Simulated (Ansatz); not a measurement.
# Worked example: the step energy

An elementary step of AlH$_{5}$O$_{3}$, closed shell (AlH₃O₂ ([OH][AlH][OH]) + H₂O → AlH₃O₃ ([OH][Al]([OH])[OH]) + H₂; Al–H, H–O broken or loosened, Al–O, H–H formed or tightened). “Start” and “end” are the PBE0-D4/def2-TZVP structures reached by relaxing down either side of its saddle point, with the molecules still in contact.

Computed with Ansatz 0.2.0 (basis: def2-TZVPP and def2-QZVPP); correlated methods freeze the cores.

Energies in eV:

| quantity | end | start |
| --- | --- | --- |
| Hartree–Fock, triple zeta (X = 3) | -12780.77104 | -12780.51401 |
| Hartree–Fock, quadruple zeta (X = 4) | -12781.30675 | -12781.03324 |
| MP2 correlation, X = 3 | -22.76813 | -22.67524 |
| MP2 correlation, X = 4 | -24.62679 | -24.53337 |
| CCSD(T) correlation, X = 3 | -23.90848 | -23.88107 |

Question: Work out the step energy at the basis limit: extrapolate Hartree–Fock as E(X) = E∞ + A exp(−7.88 √X) and the MP2 correlation as E(X) = E∞ + B X^−2.97 (the exponents that Neese and Valeev fitted for def2-TZVPP and QZVPP), then add CCSD(T) − MP2 in triple zeta.

Answer: Each step is linear, so take the differences first (end − start): Hartree–Fock -0.25703 (X = 3) and -0.27351 (X = 4); MP2 correlation -0.09289 and -0.09342; CCSD(T) correlation -0.02741.
Two points give E∞ = E(4) + w [E(4) − E(3)], with w = 1/(exp(7.88 (2 − √3)) − 1) = 0.1377 for Hartree–Fock and w = 1/((4/3)^2.97 − 1) = 0.7407 for the correlation.
Hartree–Fock: -0.27351 + 0.1377 × (-0.01648) = -0.2758 eV.
MP2 correlation: -0.09342 + 0.7407 × (-0.00053) = -0.0938 eV.
CCSD(T) − MP2: -0.02741 − (-0.09289) = 0.0655 eV.
Sum: -0.2758 + (-0.0938) + 0.0655 = -0.3041 eV, or -7.01 kcal/mol. Plain CCSD(T) in triple zeta gives -0.2844 eV, so the larger basis shifts the result by -0.0197 eV.

The T1 diagnostic stays at or below 0.013.

The step is the kind of ligand exchange by which a precursor binds to a hydroxyl group, or is hydrolysed, in atomic layer deposition of oxides.

Labels in which every atom is bracketed show which atoms are joined, not bond orders.

For scale, one of the runs: CCSD(T)/def2-TZVPP, 205 basis functions, launched by `ansatz run in.yaml --threads 4 --pin off --events-out ev --progress --plain --max-ram 9574MiB`. The run took 50 s on 4 CPU threads of an Arm Neoverse V2 (shared host), with 2.7 GiB of host memory at its peak.
